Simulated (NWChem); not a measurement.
Program: NWChem. System: H5GaO, charge 0, spin multiplicity 1, at a geometry optimised with B3LYP/def2-SVP. The structure started from a generated list of species. Level: MP2/cc-pVTZ, 10 core orbitals frozen.

The NWChem input:

```
start mol
memory heap 200 mb stack 900 mb global 1100 mb
geometry units angstroms nocenter noautoz noautosym
  Ga    -0.452062     0.214934    -0.069378
  H     -0.929281     0.499807     1.404734
  H      0.146713     1.402598    -0.933550
  H     -1.029894    -1.043587    -0.842529
  O      1.508327    -0.714066     0.333832
  H      2.214785    -0.208093    -0.094602
  H      1.544973    -1.601135    -0.054003
end
basis spherical
  * library cc-pvtz
end
scf
  rhf
  nopen 0
  maxiter 100
  thresh 1e-7
  semidirect memsize 60000000 filesize 0
end
mp2
  freeze core 10
end
task mp2 energy
```

Part of the output:

```
             Northwest Computational Chemistry Package (NWChem) 7.3.0
             --------------------------------------------------------

                                NWChem Input Module
                                -------------------

 Scaling coordinates for geometry "geometry" by  1.889725989
 (inverse scale =  0.529177249)

                             Geometry "geometry" -> ""
                             -------------------------

 Output coordinates in angstroms (scale by  1.889725989 to convert to a.u.)

  No.       Tag          Charge          X              Y              Z
 ---- ---------------- ---------- -------------- -------------- --------------
    1 Ga                  31.0000    -0.45206200     0.21493400    -0.06937800
    2 H                    1.0000    -0.92928100     0.49980700     1.40473400
    3 H                    1.0000     0.14671300     1.40259800    -0.93355000
    4 H                    1.0000    -1.02989400    -1.04358700    -0.84252900
    5 O                    8.0000     1.50832700    -0.71406600     0.33383200
    6 H                    1.0000     2.21478500    -0.20809300    -0.09460200
    7 H                    1.0000     1.54497300    -1.60113500    -0.05400300

 Effective nuclear repulsion energy (a.u.)     117.8338216589

            Nuclear Dipole moment (a.u.)
            ----------------------------
        X                 Y               Z
 ---------------- ---------------- ----------------
    -0.0000188973     0.0000302356    -0.0000226767


 Summary of "ao basis" -> "" (spherical)
 ------------------------------------------------------------------------------
       Tag                 Description            Shells   Functions and Types
 ---------------- ------------------------------  ------  ---------------------
 *                          cc-pvtz                   on all atoms

 Summary of "ao basis" -> "ao basis" (spherical)
 ------------------------------------------------------------------------------
       Tag                 Description            Shells   Functions and Types
 ---------------- ------------------------------  ------  ---------------------
 Ga                         cc-pvtz                 15       43   6s5p3d1f
 H                          cc-pvtz                  6       14   3s2p1d
 O                          cc-pvtz                 10       30   4s3p2d1f

                                 NWChem SCF Module
                                 -----------------

  ao basis        = "ao basis"
  functions       =   143
  atoms           =     7
  closed shells   =    22
  open shells     =     0
  charge          =   0.00
  wavefunction    = RHF
  use symmetry    = F
  symmetry adapt  = F

 Summary of "ao basis" -> "ao basis" (spherical)
 ------------------------------------------------------------------------------
       Tag                 Description            Shells   Functions and Types
 ---------------- ------------------------------  ------  ---------------------
 Ga                         cc-pvtz                 15       43   6s5p3d1f
 H                          cc-pvtz                  6       14   3s2p1d
 O                          cc-pvtz                 10       30   4s3p2d1f

 Forming initial guess at       0.1s

      Superposition of Atomic Density Guess
      -------------------------------------

 Sum of atomic energies:       -2000.54285187

      Non-variational initial energy
      ------------------------------

 Total energy =   -2000.979641
[...]
   118     -0.447643  6 H  s                132     -0.447371  7 H  s
    20      0.279902  1 Ga py                46     -0.204127  2 H  s
     5      0.171858  1 Ga s

 Vector   24  Occ=0.000000D+00  E= 1.374221D-01
              MO Center= -1.1D-01,  3.4D-02, -5.7D-01, r^2= 9.1D+00
   Bfn.  Coefficient  Atom+Function         Bfn.  Coefficient  Atom+Function
  ----- ------------  ---------------      ----- ------------  ---------------
     6      1.331419  1 Ga s                 89     -0.838941  5 O  s
    19     -0.795002  1 Ga px               118      0.796636  6 H  s
   132      0.798527  7 H  s                 60     -0.698478  3 H  s
    74     -0.688466  4 H  s                  5     -0.653366  1 Ga s
    21     -0.631344  1 Ga pz                96     -0.414017  5 O  px

 Vector   25  Occ=0.000000D+00  E= 1.539944D-01
              MO Center= -4.2D-01,  3.6D-01,  7.4D-01, r^2= 8.4D+00
   Bfn.  Coefficient  Atom+Function         Bfn.  Coefficient  Atom+Function
  ----- ------------  ---------------      ----- ------------  ---------------
    20      2.279306  1 Ga py                74      1.844160  4 H  s
    60     -1.735157  3 H  s                 19      1.040207  1 Ga px
    33     -0.367530  1 Ga d -1              97     -0.210237  5 O  py
    35      0.188528  1 Ga d  1

 center of mass
 --------------
 x =  -0.10651485 y =   0.05115484 z =   0.00070722

 moments of inertia (a.u.)
 ------------------
          81.927121968499          92.569506264347         -33.364886623103
          92.569506264347         232.862154650286          15.928669672404
         -33.364886623103          15.928669672404         274.016980301782

  Mulliken analysis of the total density
  --------------------------------------

    Atom       Charge   Shell Charges
 -----------   ------   -------------------------------------------------------
    1 Ga  31    30.52   2.00  2.00  2.00  0.29  0.58  0.08  6.00  5.98  0.06  1.04  0.30  9.60  0.45  0.10  0.03
    2 H    1     1.20   0.22  0.57  0.39  0.00  0.01  0.00
    3 H    1     1.22   0.23  0.57  0.41  0.00  0.01  0.00
    4 H    1     1.22   0.23  0.57  0.41  0.00  0.01  0.00
    5 O    8     8.39   1.95  1.00  0.23  0.59  1.26  2.18  1.16  0.00  0.01  0.00
    6 H    1     0.73   0.24  0.37  0.03  0.02  0.06  0.01
    7 H    1     0.73   0.24  0.37  0.03  0.02  0.06  0.01

       Multipole analysis of the density wrt the origin
       ------------------------------------------------

     L   x y z        total         open         nuclear
     -   - - -        -----         ----         -------
     0   0 0 0     -0.000000      0.000000     44.000000

     1   1 0 0      1.380812      0.000000     -0.000019
     1   0 1 0     -0.671408      0.000000      0.000030
     1   0 0 1     -0.295426      0.000000     -0.000023

     2   2 0 0    -14.110273      0.000000    120.607512
     2   1 1 0     -2.917298      0.000000    -49.091128
     2   1 0 1     -0.905592      0.000000     14.758792
     2   0 2 0    -18.733403      0.000000     40.796965
     2   0 1 1      0.374123      0.000000     -7.110639
     2   0 0 2    -22.298429      0.000000     16.452883

                   NWChem MP2 Semi-direct Energy/Gradient Module
                   ---------------------------------------------

  Basis functions       =    143
  Molecular orbitals    =    143
  Frozen core           =     10
  Frozen virtuals       =      0
  Active alpha occupied =     12
  Active beta occupied  =     12
  Active alpha virtual  =    121
  Active beta virtual   =    121
  Use MO symmetry       = F
  Use skeleton AO sym   = F

  AO/Fock/Back tols     =   1.0D-09  1.0D-09  1.0D-09

 GA uses MA = F    GA memory limited = T

 Available:
  local mem=  1.26D+08
 global mem=  1.44D+08
 local disk=  0.00D+00
  mp2_memr nvloc                   121
  nvloc new                   121
   1 passes of  12:        5242880                     114286                  50489109.
   1 passes of  12: M    126148795           G      144138302           F     120905915.

 Semi-direct pass number   1 of   1  for RHF alpha+beta  at       26.3s
  vrange nnbf                 10220
  mp2_eaftype                   192  avail_ma_in_mb                  1099
 EAF : mp2_eaftype filesize         192   25244555.
  mp2_eaf for mointskh                    192
Node 0 wrote    118.7 Mb in      0.0 s     Agg I/O rate:  5839.1 Mb/s
 Done moints_semi at       54.8s
  mp2_eaftype                   192  avail_ma_in_mb                   907
 EAF : mp2_eaftype filesize         192   25244555.
  mp2_eaf for kh                   192
 Done maket at       55.1s
 Done multipass loop at       55.1s

          -------------------------------------------
          SCF energy               -2001.077041274113
          Correlation energy          -0.447202543819
          Singlet pairs               -0.288813793079
          Triplet pairs               -0.158388750740
          Total MP2 energy         -2001.524243817932
          -------------------------------------------

          ---------------------------------------------------
                    Spin Component Scaled (SCS) MP2
          Same spin pairs                     -0.105592500493
          Same spin scaling factor             0.333333333333
          Opposite spin pairs                 -0.341610043326
          Opposite spin scaling fact.          1.200000000000
          SCS-MP2 correlation energy          -0.445129552155
          Total SCS-MP2 energy             -2001.522170826268
          ---------------------------------------------------

 -----------------------
 Performance information
 -----------------------

 Timer overhead =  1.36D-07 seconds/call

               Nr. of calls         CPU time (s)                 Wall time (s)                GFlops
             ---------------    -------------------     ------------------------------   -------------------
Name         Min   Avg   Max    Min     Avg     Max     Min     Avg     Max   Mx/calls   Min     Max     Sum
mp2: moin     1     1     1    28.     28.     28.      28.     28.     28.     28.      0.0     0.0     0.0
mp2: make     1     1     1   0.26    0.26    0.26     0.26    0.26    0.26    0.26      0.0     0.0     0.0
mp2: tota     1     1     1    29.     29.     29.      29.     29.     29.     29.      0.0     0.0     0.0

 The average no. of pstat calls per process was 3.00D+00
 with a timing overhead of 4.07D-07s

 Task  times  cpu:       55.1s     wall:       55.1s

 Total times  cpu:       55.1s     wall:       55.1s
```
